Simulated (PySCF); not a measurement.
C₆H₇F₃Si.
Cartesian coordinates in Å at the PBE0-D3(BJ)/def2-SVP level; atoms count from 1:
```xyz
17
C6H7F3Si angstrom
F      2.247    1.344   -0.712
C      2.408    0.055   -0.372
F      3.655   -0.078    0.088
F      2.310   -0.664   -1.491
C      1.397   -0.366    0.665
C     -0.018   -0.200    0.218
C     -1.003   -1.091    0.467
C     -2.365   -0.749    0.011
C     -2.527    0.435   -0.617
Si    -0.838    1.238   -0.694
H      1.617   -1.410    0.938
H      1.601    0.254    1.555
H     -0.827   -2.038    0.994
H     -3.184   -1.455    0.191
H     -3.493    0.767   -1.000
H     -0.735    2.532    0.048
H     -0.337    1.434   -2.086
```

Computed with PySCF at PBE0/pcSseg-1 and PBE0/def2-SVPD, non-relativistic, on one gas-phase PBE0-D3(BJ)/def2-SVP geometry that isn't relaxed in the solvent. The solvent is an IEF-PCM continuum (van der Waals radii × 1.2). Specific hydrogen bonds and non-electrostatic terms are outside this model.

Gas phase at PBE0/pcSseg-1: HOMO -6.92 eV, LUMO -1.76 eV, dipole 2.36 D.

What does the continuum do to the energy, the frontier levels and the dipole at PBE0/pcSseg-1 in cyclohexane and benzene?

```csv
solvent,ε,E(solvent) − E(gas) (kJ/mol),polarisation term (kJ/mol),distortion of the solute (kJ/mol),HOMO (eV),LUMO (eV),dipole (D)
cyclohexane,2.017,-5.79,-6.07,0.28,-6.84,-1.68,2.58
benzene,2.271,-6.61,-6.99,0.38,-6.83,-1.68,2.61
```

The first energy column is the sum of the next two and covers electrostatics alone. From cyclohexane to benzene the lowering changes by a factor 1.14, Onsager's factor (ε − 1)/(2ε + 1) by 1.14 and ε itself by 1.1.

Which radius a makes the point-dipole formula ΔE = −[(ε − 1)/(2ε + 1)]·μ²/a³ give the value in benzene, with the gas-phase dipole?

μ = 0.928 au and |ΔE| = 0.00252 Eh give a = 2.27 Å; the farthest nucleus lies 3.68 Å from the centroid of the nuclei, so such a sphere wouldn't even hold the nuclei. The formula assumes a rigid point dipole at the centre of a sphere.

Give the dipole vector in the frame of the coordinates (D, pointing from negative to positive charge), gas and benzene.

Gas (-1.59, -0.89, 1.50), solvent (-1.68, -1.05, 1.70). Its length changes by +11 % and its direction by 2°.

Which Mulliken charges (PBE0/pcSseg-1) respond most in benzene (means over atoms taken as equivalent)?

```
  atoms                      environment  gas (e)  solvent (e)  change
H11/H12               methylene hydrogen   +0.158       +0.166  +0.008
    H13                 vinylic hydrogen   +0.088       +0.096  +0.008
     C6  fully substituted alkene carbon   -0.489       -0.497  -0.008
     C9                 alkene CH carbon   -0.386       -0.393  -0.007
    H14                 vinylic hydrogen   +0.104       +0.111  +0.007
    H15                 vinylic hydrogen   +0.120       +0.127  +0.007
     C5                   allylic carbon   -0.176       -0.170  +0.006
     C8                 alkene CH carbon   -0.097       -0.102  -0.005
```

Gas phase at PBE0/def2-SVPD: HOMO -6.93 eV, LUMO -1.79 eV, dipole 2.54 D.

What does the continuum do to the energy, the frontier levels and the dipole at PBE0/def2-SVPD in benzene?

```
solvent      ε  E(solvent) − E(gas) (kJ/mol)  polarisation term (kJ/mol)  distortion of the solute (kJ/mol)  HOMO (eV)  LUMO (eV)  dipole (D)
benzene  2.271                         -6.58                       -7.03                               0.45      -6.84      -1.69        2.84
```

How does the static polarisability (PBE0/def2-SVPD, frozen core, with the continuum's full static response) change?

```tsv
medium	isotropic (au)	principal values (au)	⟨r²⟩ of the electrons (bohr²)
gas	96.7	71.9, 103.5, 114.7	1802.5
benzene	110.9	81.9, 120.5, 130.2	1802.2
```

The isotropic value in benzene is 1.15 times the gas-phase one; no cavity-field correction is applied. ⟨r²⟩ is taken about the centre of nuclear charge.
